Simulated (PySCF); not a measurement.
C2H7N, charge +1, doublet, geometry from GFN2-xTB (a state made from the parent by changing its charge; the spin is typed, not shown lowest); B3LYP/6-31G* (PySCF).

Input for PySCF:
```python
from pyscf import gto, scf, dft

mol = gto.Mole()
mol.atom = '''
    C     1.16462032    0.49450601    0.01295376
    C     0.05101631   -0.49634506   -0.14504533
    N    -1.22392597   -0.02923642    0.12425339
    H     2.12232609    0.03717846   -0.21925933
    H     1.02729538    1.35887726   -0.64090065
    H     1.20823305    0.88895655    1.03080842
    H     0.25043837   -1.41179642    0.46113189
    H     0.07477930   -0.95558498   -1.16180745
    H    -2.03205693   -0.63143980    0.04244100
    H    -1.37735325    0.92949821    0.41036181
'''
mol.basis = '6-31g*'
mol.charge = 1
mol.spin = 1
mol.verbose = 5
mol.build()

mf = dft.UKS(mol)
mf.xc = 'b3lyp'
mf.kernel()
```

Q: Write the output that PySCF gives for this input, abridged.

A: 
```
PySCF version 2.14.0

[INPUT] verbose = 5
[INPUT] max_memory = 4000
[INPUT] num. atoms = 10
[INPUT] num. electrons = 25
[INPUT] charge = 1
[INPUT] spin (= nelec alpha-beta = 2S) = 1
[INPUT] symmetry False subgroup None
[INPUT] Mole.unit = angstrom
[INPUT] Symbol           X                Y                Z      unit          X                Y                Z       unit  Magmom
[...]
[INPUT] ---------------- BASIS SET ----------------
[INPUT] l, kappa, [nprim/nctr], expnt,             c_1 c_2 ...
[INPUT] C
[...]
                                457.36951         0.0140373
                                103.94869         0.0688426
                                29.210155         0.2321844
                                9.286663          0.4679413
                                3.163927          0.362312
[...]
                                1.8812885         -0.1608542
                                0.5442493         1.1434564
[...]
                                1.8812885         0.316424
                                0.5442493         0.7443083
[...]
[INPUT] H
[...]
                                2.8253937         0.23472695
                                0.6401217         0.81375733
[...]
[INPUT] N
[...]
                                627.4579          0.013995
                                142.9021          0.068587
                                40.23433          0.232241
                                12.82021          0.46907
                                4.390437          0.360455
[...]
                                2.71628           -0.169118
                                0.772218          1.145852
[...]
                                2.71628           0.323907
                                0.772218          0.740895
[...]
nuclear repulsion = 84.0183254341992
number of shells = 32
number of NR pGTOs = 109
number of NR cGTOs = 56
basis = 6-31g*
ecp = {}

******** <class 'pyscf.dft.uks.UKS'> ********
method = UKS
initial guess = minao
damping factor = 0
level_shift factor = 0
DIIS = <class 'pyscf.scf.diis.CDIIS'>
diis_start_cycle = 1
diis_space = 8
diis_damp = 0
SCF conv_tol = 1e-09
SCF conv_tol_grad = None
SCF max_cycles = 50
direct_scf = True
direct_scf_tol = 1e-13
number electrons alpha = 13  beta = 12
XC library pyscf.dft.libxc version 7.1.2
    S. Lehtola, C. Steigemann, M. J. T. Oliveira, and M. A. L. Marques,  SoftwareX 7, 1–5 (2018)
XC functionals = b3lyp
    P. J. Stephens, F. J. Devlin, C. F. Chabalowski, and M. J. Frisch,  J. Phys. Chem. 98, 11623 (1994)
radial grids:
    Treutler-Ahlrichs [JCP 102, 346 (1995); DOI:10.1063/1.469408] (M4) radial grids

becke partition: Becke, JCP 88, 2547 (1988); DOI:10.1063/1.454033
pruning grids: <function nwchem_prune>
grids dens level: 3
symmetrized grids: False
atomic radii adjust function: <function treutler_atomic_radii_adjust>
small_rho_cutoff = 0
Set gradient conv threshold to 3.16228e-05
atom C rad-grids = 75, ang-grids = [ 50  50  50  50  50  50  50  50  50  50  50  50  50  50  50  50  50  50
  50  50  50  50  86  86  86  86  86  86  86  86  86  86 266 266 266 266
 266 266 302 302 302 302 302 302 302 302 302 302 302 302 302 302 302 302
 302 302 302 302 266 266 266 266 266 266 266 266 266 266 266 266 266 266
 266 266 266]
atom N rad-grids = 75, ang-grids = [ 50  50  50  50  50  50  50  50  50  50  50  50  50  50  50  50  50  50
  50  50  50  50  50  86  86  86  86  86  86  86  86  86  86 266 266 266
 266 266 266 266 302 302 302 302 302 302 302 302 302 302 302 302 302 302
 302 302 302 302 302 302 266 266 266 266 266 266 266 266 266 266 266 266
 266 266 266]
atom H rad-grids = 50, ang-grids = [ 50  50  50  50  50  50  50  50  50  50  50  50  50  50  50  86  86  86
  86 266 266 266 266 266 302 302 302 302 302 302 302 302 302 302 302 302
 302 266 266 266 266 266 266 266 266 266 266 266 266 266]
tot_boxes 2496, boxes in each direction [14 11 10]
Padding 6 grids
tot grids = 110800
nelec by numeric integration = [12.99381183 12.99381183]
E1 = -345.07179318431776  E2 = 125.76369557403689  Ecoul = 146.04461476672756  Exc = -20.280919192690675
init E= -135.289772176082
cond(S) = 804.036466955132

  alpha mo_energy =
[-14.42278403 -10.29643925 -10.2895569   -1.04677485  -0.86893204
  -0.70791486  -0.56872545  -0.52100951  -0.50659756  -0.43643576
  -0.4131436   -0.40213726  -0.25639205   0.03828567   0.07180172
   0.08543734   0.09568359   0.11867299   0.12497088   0.14273242
   0.18638699   0.21571011   0.45573346   0.48737114   0.48967788
   0.52094045   0.603082     0.60881703   0.70206104   0.71635386
   0.77520715   0.78339485   0.81070176   0.83073223   0.84333377
   0.87398987   0.89470848   0.99724131   1.03336037   1.2312422
   1.31972249   1.51106442   1.54805983   1.57224054   1.7980852
   1.80527392   1.86691437   2.06740651   2.06774218   2.1466941
   2.2003862    2.24009814   2.31779585   2.38803842   2.6116615
   2.67758438]
  beta  mo_energy =
[-14.42278403 -10.29643925 -10.2895569   -1.04677485  -0.86893204
  -0.70791486  -0.56872545  -0.52100951  -0.50659756  -0.43643576
  -0.4131436   -0.40213726  -0.25639205   0.03828567   0.07180172
   0.08543734   0.09568359   0.11867299   0.12497088   0.14273242
   0.18638699   0.21571011   0.45573346   0.48737114   0.48967788
   0.52094045   0.603082     0.60881703   0.70206104   0.71635386
   0.77520715   0.78339485   0.81070176   0.83073223   0.84333377
   0.87398987   0.89470848   0.99724131   1.03336037   1.2312422
   1.31972249   1.51106442   1.54805983   1.57224054   1.7980852
   1.80527392   1.86691437   2.06740651   2.06774218   2.1466941
   2.2003862    2.24009814   2.31779585   2.38803842   2.6116615
   2.67758438]
multiplicity <S^2> = 0.75  2S+1 = 2
nelec by numeric integration = [13.00000846 12.00000604]
E1 = -340.42969777579407  E2 = 121.58729407202915  Ecoul = 141.69544580644688  Exc = -20.108151734417728
cycle= 1 E= -134.824078269566  delta_E= 0.466  |g|= 0.22  |ddm|= 1.81
  alpha mo_energy =
[...]
  7.65916363e-01  8.12848433e-01  8.28663181e-01  1.03721774e+00
  1.13385976e+00  1.30294899e+00  1.32649594e+00  1.40347848e+00
  1.64222951e+00  1.64229456e+00  1.68695902e+00  1.87334436e+00
  1.90576051e+00  1.92047096e+00  2.06388862e+00  2.06907771e+00
  2.16188624e+00  2.21708482e+00  2.41438668e+00  2.50159130e+00]
  beta  mo_energy =
[-1.46676958e+01 -1.04653638e+01 -1.03697851e+01 -1.19309158e+00
 -9.76885462e-01 -8.68072337e-01 -8.10175159e-01 -7.31432699e-01
 -6.84536686e-01 -6.07118771e-01 -5.83785206e-01 -5.66067348e-01
 -4.07396819e-01 -1.50824664e-01 -1.09397059e-01 -7.48747088e-02
 -5.94107813e-02 -3.37828506e-02 -3.57459139e-03  3.21837278e-03
  1.13004918e-02  5.43208136e-02  2.90265520e-01  3.09813919e-01
  3.36876759e-01  3.51720090e-01  4.37410304e-01  4.52028696e-01
  4.84254067e-01  5.36765235e-01  5.87834613e-01  6.18536818e-01
  6.25376962e-01  6.79239446e-01  7.08016424e-01  7.25274946e-01
  7.70231566e-01  8.20551742e-01  8.37138396e-01  1.05204397e+00
  1.15176488e+00  1.33529486e+00  1.35442788e+00  1.40557902e+00
  1.64318074e+00  1.65704424e+00  1.70500117e+00  1.88670684e+00
  1.92170474e+00  1.94771971e+00  2.06626156e+00  2.08180453e+00
  2.17240746e+00  2.22753518e+00  2.42336226e+00  2.50476401e+00]
multiplicity <S^2> = 0.75439586  2S+1 = 2.004391
nelec by numeric integration = [13.0000089  12.00000663]
E1 = -340.2822737048414  E2 = 121.4117819991367  Ecoul = 141.5200869013576  Exc = -20.10830490222088
cycle= 9 E= -134.852166271505  delta_E= -1.4e-08  |g|= 3.32e-05  |ddm|= 0.000215
  alpha mo_energy =
[-1.46846264e+01 -1.04655180e+01 -1.03697599e+01 -1.22871011e+00
 -9.88557976e-01 -8.75455776e-01 -8.20588163e-01 -7.45598148e-01
 -7.25845527e-01 -6.09217974e-01 -5.97286609e-01 -5.86526890e-01
 -5.42392986e-01 -1.60172085e-01 -1.14868655e-01 -7.96510977e-02
 -7.05441176e-02 -3.62568937e-02 -4.94425048e-03  8.68873154e-05
  5.65741264e-03  5.13287646e-02  2.88309792e-01  3.07959038e-01
  3.20626037e-01  3.45812855e-01  3.99275562e-01  4.46619347e-01
  4.78614351e-01  5.15233311e-01  5.75746777e-01  6.00145925e-01
  6.17477141e-01  6.68722299e-01  7.05310212e-01  7.21004083e-01
  7.65922765e-01  8.12851137e-01  8.28661419e-01  1.03722164e+00
  1.13386128e+00  1.30294795e+00  1.32649656e+00  1.40348142e+00
  1.64223203e+00  1.64229736e+00  1.68696039e+00  1.87334466e+00
  1.90576335e+00  1.92047182e+00  2.06389334e+00  2.06907892e+00
  2.16189013e+00  2.21708770e+00  2.41438692e+00  2.50159184e+00]
  beta  mo_energy =
[-1.46676975e+01 -1.04653566e+01 -1.03697829e+01 -1.19308961e+00
 -9.76882778e-01 -8.68068215e-01 -8.10175064e-01 -7.31432830e-01
 -6.84536900e-01 -6.07114555e-01 -5.83779584e-01 -5.66059019e-01
 -4.07399738e-01 -1.50826348e-01 -1.09397996e-01 -7.48745619e-02
 -5.94124218e-02 -3.37794805e-02 -3.57092929e-03  3.22461710e-03
  1.13032203e-02  5.43234442e-02  2.90266274e-01  3.09818494e-01
  3.36879768e-01  3.51723090e-01  4.37412428e-01  4.52032014e-01
  4.84252753e-01  5.36766739e-01  5.87830455e-01  6.18531031e-01
  6.25377402e-01  6.79238497e-01  7.08024811e-01  7.25276816e-01
  7.70237382e-01  8.20553111e-01  8.37138305e-01  1.05204947e+00
  1.15176858e+00  1.33529452e+00  1.35442937e+00  1.40558403e+00
  1.64318463e+00  1.65704927e+00  1.70500484e+00  1.88670863e+00
  1.92170978e+00  1.94772219e+00  2.06626836e+00  2.08180668e+00
  2.17241372e+00  2.22754054e+00  2.42336410e+00  2.50476668e+00]
multiplicity <S^2> = 0.75439548  2S+1 = 2.0043907
nelec by numeric integration = [13.0000089  12.00000663]
E1 = -340.2822135826305  E2 = 121.41172187599145  Ecoul = 141.52002386660945  Exc = -20.108301990617996
cycle= 10 E= -134.85216627244  delta_E= -9.34e-10  |g|= 8.08e-06  |ddm|= 5.24e-05
  alpha mo_energy =
[-1.46846241e+01 -1.04655202e+01 -1.03697601e+01 -1.22871009e+00
 -9.88557911e-01 -8.75456753e-01 -8.20587881e-01 -7.45598130e-01
 -7.25845339e-01 -6.09218308e-01 -5.97287357e-01 -5.86527612e-01
 -5.42392912e-01 -1.60171851e-01 -1.14868601e-01 -7.96509553e-02
 -7.05436174e-02 -3.62572597e-02 -4.94429695e-03  8.59404110e-05
  5.65715037e-03  5.13283738e-02  2.88309989e-01  3.07958125e-01
  3.20625978e-01  3.45812434e-01  3.99275665e-01  4.46618981e-01
  4.78614492e-01  5.15232828e-01  5.75747727e-01  6.00146775e-01
  6.17477085e-01  6.68722865e-01  7.05308904e-01  7.21003896e-01
  7.65921995e-01  8.12850697e-01  8.28661844e-01  1.03722107e+00
  1.13386097e+00  1.30294814e+00  1.32649694e+00  1.40348073e+00
  1.64223147e+00  1.64229674e+00  1.68695989e+00  1.87334451e+00
  1.90576275e+00  1.92047142e+00  2.06389247e+00  2.06907830e+00
  2.16188913e+00  2.21708692e+00  2.41438683e+00  2.50159159e+00]
  beta  mo_energy =
[-1.46676951e+01 -1.04653582e+01 -1.03697824e+01 -1.19308942e+00
 -9.76882039e-01 -8.68068432e-01 -8.10174642e-01 -7.31432622e-01
 -6.84536476e-01 -6.07114681e-01 -5.83780164e-01 -5.66060037e-01
 -4.07399132e-01 -1.50826327e-01 -1.09398295e-01 -7.48743479e-02
 -5.94122522e-02 -3.37798316e-02 -3.57092905e-03  3.22402909e-03
  1.13034259e-02  5.43234995e-02  2.90266398e-01  3.09817817e-01
  3.36879570e-01  3.51722927e-01  4.37412829e-01  4.52031712e-01
  4.84252517e-01  5.36767192e-01  5.87830706e-01  6.18531105e-01
  6.25377088e-01  6.79238668e-01  7.08023619e-01  7.25276625e-01
  7.70236144e-01  8.20552748e-01  8.37139069e-01  1.05204894e+00
  1.15176902e+00  1.33529476e+00  1.35442987e+00  1.40558423e+00
  1.64318473e+00  1.65704947e+00  1.70500534e+00  1.88670921e+00
  1.92171011e+00  1.94772213e+00  2.06626812e+00  2.08180710e+00
  2.17241411e+00  2.22754066e+00  2.42336460e+00  2.50476725e+00]
multiplicity <S^2> = 0.75439518  2S+1 = 2.0043904
nelec by numeric integration = [13.0000089  12.00000663]
E1 = -340.2822124454391  E2 = 121.41172073873697  Ecoul = 141.52002176532307  Exc = -20.10830102658609
Extra cycle  E= -134.852166272503  delta_E= -6.31e-11  |g|= 3.6e-06  |ddm|= 1.47e-05
converged SCF energy = -134.852166272503  <S^2> = 0.75439518  2S+1 = 2.0043904
```
